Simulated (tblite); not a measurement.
Compound: C₆H₁₃P.
Numbering: `[CH2:1]=[P:2][C:3]([CH3:4])([CH3:5])[CH2:6][CH3:7]` (hydrogens: H8, H9 on C1; H10, H11, H12 on C4; H13, H14, H15 on C5; H16, H17 on C6; H18, H19, H20 on C7)

Computed with GFN2-xTB (tblite), gas phase: L-BFGS steps from a force-field or distance-geometry start until the largest atomic force falls under 0.01 eV/Å.

Step 10: E = -597.0483 eV
```
atom  x, y, z in Å  |  force x, y, z in eV/Å
C1     -0.6297    2.5336    0.8048   -0.003  -0.028  -0.030
P2     -0.2267    1.0654    1.4737   -0.041   0.130   0.332
C3     -0.3666   -0.3302    0.1965    0.085   0.043   0.097
C4     -1.2659   -1.4297    0.8330    0.063   0.081  -0.154
C5     -0.9590    0.0901   -1.1469    0.080  -0.061  -0.062
C6      1.0535   -0.9399    0.0626   -0.110   0.004  -0.117
C7      2.1481   -0.0226   -0.4959   -0.169  -0.056   0.034
H8     -0.8892    2.7940   -0.2053   -0.057  -0.252  -0.136
H9     -0.6342    3.3787    1.4770    0.083  -0.040   0.044
H10    -2.1164   -1.6455    0.1914   -0.056   0.064   0.018
H11    -1.6503   -1.1501    1.8161    0.088   0.060  -0.077
H12    -0.7074   -2.3567    0.9411   -0.016   0.001   0.089
H13    -2.0254    0.2795   -1.0596   -0.029   0.117   0.126
H14    -0.8317   -0.7113   -1.8646    0.025  -0.253  -0.135
H15    -0.4963    0.9708   -1.5828    0.127   0.088   0.167
H16     1.3699   -1.3125    1.0449   -0.053   0.130  -0.090
H17     0.9329   -1.8152   -0.5789    0.167  -0.030  -0.163
H18     1.7526    0.6301   -1.2710    0.036  -0.054   0.001
H19     2.5814    0.5980    0.2875   -0.130   0.035   0.012
H20     2.9552   -0.6158   -0.9268   -0.089   0.020   0.043
```

Step 11: E = -597.0641 eV
```
atom  x, y, z in Å  |  force x, y, z in eV/Å
C1     -0.6274    2.5230    0.8050   -0.003  -0.052  -0.031
P2     -0.2234    1.0580    1.4832   -0.082   0.112   0.170
C3     -0.3706   -0.3352    0.1923    0.096   0.251   0.246
C4     -1.2702   -1.4286    0.8343    0.075   0.067  -0.070
C5     -0.9574    0.0944   -1.1521    0.081  -0.096   0.048
C6      1.0519   -0.9345    0.0583   -0.145  -0.052  -0.064
C7      2.1452   -0.0174   -0.4978   -0.120  -0.045   0.057
H8     -0.8897    2.7579   -0.2147   -0.026  -0.194   0.043
H9     -0.6292    3.3706    1.4776    0.059  -0.060  -0.078
H10    -2.1253   -1.6435    0.2008   -0.061   0.035  -0.026
H11    -1.6513   -1.1499    1.8210    0.103   0.098  -0.124
H12    -0.7108   -2.3534    0.9528   -0.020  -0.031   0.031
H13    -2.0232    0.2939   -1.0679    0.000   0.090   0.118
H14    -0.8307   -0.7139   -1.8631    0.010  -0.178  -0.163
H15    -0.4834    0.9756   -1.5767    0.109   0.021   0.128
H16     1.3696   -1.3071    1.0414   -0.062   0.123  -0.122
H17     0.9315   -1.8062   -0.5850    0.189  -0.104  -0.188
H18     1.7580    0.6335   -1.2765    0.002  -0.037  -0.035
H19     2.5767    0.6054    0.2842   -0.134   0.050   0.039
H20     2.9548   -0.6121   -0.9198   -0.071   0.004   0.019
```

Step 12: E = -597.0795 eV
```
atom  x, y, z in Å  |  force x, y, z in eV/Å
C1     -0.6254    2.5121    0.8047   -0.003  -0.067  -0.017
P2     -0.2219    1.0533    1.4966   -0.098   0.043  -0.001
C3     -0.3730   -0.3357    0.1920    0.057   0.312   0.253
C4     -1.2729   -1.4263    0.8340    0.056   0.035   0.025
C5     -0.9545    0.0967   -1.1568    0.061  -0.085   0.141
C6      1.0479   -0.9303    0.0526   -0.119  -0.082  -0.018
C7      2.1401   -0.0130   -0.4987   -0.041  -0.004   0.047
H8     -0.8909    2.7192   -0.2234    0.002  -0.120   0.189
H9     -0.6231    3.3617    1.4768    0.026  -0.051  -0.187
H10    -2.1347   -1.6405    0.2094   -0.024   0.020  -0.056
H11    -1.6501   -1.1475    1.8229    0.093   0.132  -0.128
H12    -0.7146   -2.3505    0.9646   -0.024  -0.038  -0.038
H13    -2.0203    0.3095   -1.0733    0.074   0.041   0.091
H14    -0.8295   -0.7197   -1.8643   -0.010  -0.026  -0.099
H15    -0.4689    0.9802   -1.5679    0.074  -0.082   0.076
H16     1.3679   -1.2995    1.0356   -0.058   0.076  -0.113
H17     0.9341   -1.7994   -0.5948    0.163  -0.123  -0.167
H18     1.7632    0.6358   -1.2824   -0.037  -0.019  -0.067
H19     2.5689    0.6132    0.2817   -0.141   0.053   0.061
H20     2.9526   -0.6084   -0.9125   -0.049  -0.013   0.007
```

**Question.** Estimate the geometry and energy of step 13. (The exact step hangs on the optimiser's Hessian estimate; all steps are aligned on step 12, rigid shifts and turns removed.)

**Answer.** E = -597.0911 eV, largest force 0.229 eV/Å
```
atom  x, y, z in Å  |  force x, y, z in eV/Å
C1     -0.6240    2.5030    0.8041   -0.002  -0.065   0.011
P2     -0.2226    1.0511    1.5083   -0.076  -0.043  -0.082
C3     -0.3737   -0.3315    0.1957    0.006   0.183   0.137
C4     -1.2738   -1.4238    0.8334    0.021   0.009   0.072
C5     -0.9511    0.0968   -1.1581    0.033  -0.037   0.169
C6      1.0428   -0.9284    0.0474   -0.045  -0.068  -0.006
C7      2.1349   -0.0101   -0.4985    0.013   0.035   0.013
H8     -0.8921    2.6886   -0.2271    0.007  -0.054   0.213
H9     -0.6179    3.3545    1.4730   -0.001  -0.006  -0.226
H10    -2.1415   -1.6376    0.2148    0.034   0.025  -0.061
H11    -1.6473   -1.1430    1.8219    0.059   0.147  -0.080
H12    -0.7179   -2.3490    0.9726   -0.025  -0.021  -0.090
H13    -2.0165    0.3217   -1.0748    0.127  -0.003   0.064
H14    -0.8288   -0.7249   -1.8668   -0.023   0.111   0.011
H15    -0.4567    0.9818   -1.5593    0.047  -0.153   0.027
H16     1.3656   -1.2924    1.0293   -0.041   0.006  -0.070
H17     0.9395   -1.7967   -0.6053    0.102  -0.080  -0.106
H18     1.7665    0.6366   -1.2875   -0.061  -0.012  -0.075
H19     2.5601    0.6198    0.2811   -0.146   0.045   0.068
H20     2.9496   -0.6059   -0.9069   -0.029  -0.019   0.012
```

The energy changes by -0.0116 eV. The first-order estimate −F·Δx gives -0.0164 eV and the mean of the old and new forces, exact on a quadratic surface, -0.0116 eV. The step makes an angle of 64° with the force vector and moves no atom by more than 0.031 Å.
